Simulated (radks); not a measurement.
All-electron atom: Cl3+ in [Ne] 3s1.5 3p2.5 (fractional occupations, a model configuration). Calculated with a radial shooting solver on a logarithmic mesh with Libxc functionals: scalar-relativistic Kohn-Sham, PBE, spin-unpolarised, spherical densities, point nucleus. Some entries of the table are withheld. Estimate them.

| orbital | occ. | eigenvalue (eV) | r(max) (bohr) |
|---|---|---|---|
| 1s | 2 | (1) | 0.05946 |
| 2s | 2 | (2) | (3) |
| 2p | 6 | -237.2584 | 0.3012 |
| 3s | 1.5 | -59.1498 | (4) |
| 3p | 2.5 | -45.3674 | (5) |

Answer. 
(1) 1s eigenvalue (eV): -2798.377
(2) 2s eigenvalue (eV): -298.1640
(3) 2s r(max) (bohr): 0.3614
(4) 3s r(max) (bohr): 1.227
(5) 3p r(max) (bohr): 1.307
